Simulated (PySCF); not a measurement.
GaI₃, SMILES [I][Ga]([I])[I] (PBE0/def2-SVP optimised geometry):

```
4

Ga    -0.618     0.000     0.000
I      1.856     0.000     0.000
I     -1.856    -2.144    -0.001
I     -1.854     2.144     0.000
```

Calculation: PBE0/def2-TZVP, def2 effective core potentials past Kr (PySCF).

Question: What are the frontier orbital energies and the dipole moment?

Answer: HOMO-2 -8.10 eV, HOMO-1 -8.10 eV, HOMO -7.78 eV, LUMO -2.57 eV, LUMO+1 -2.05 eV; dipole moment 0.00 D.

On the same geometry PBE/def2-TZVP, def2 effective core potentials past Kr in PySCF 2.14.0 gives HOMO-2 -6.97 eV, HOMO-1 -6.97 eV, HOMO -6.64 eV, LUMO -3.33 eV, LUMO+1 -2.72 eV; dipole moment 0.00 D.
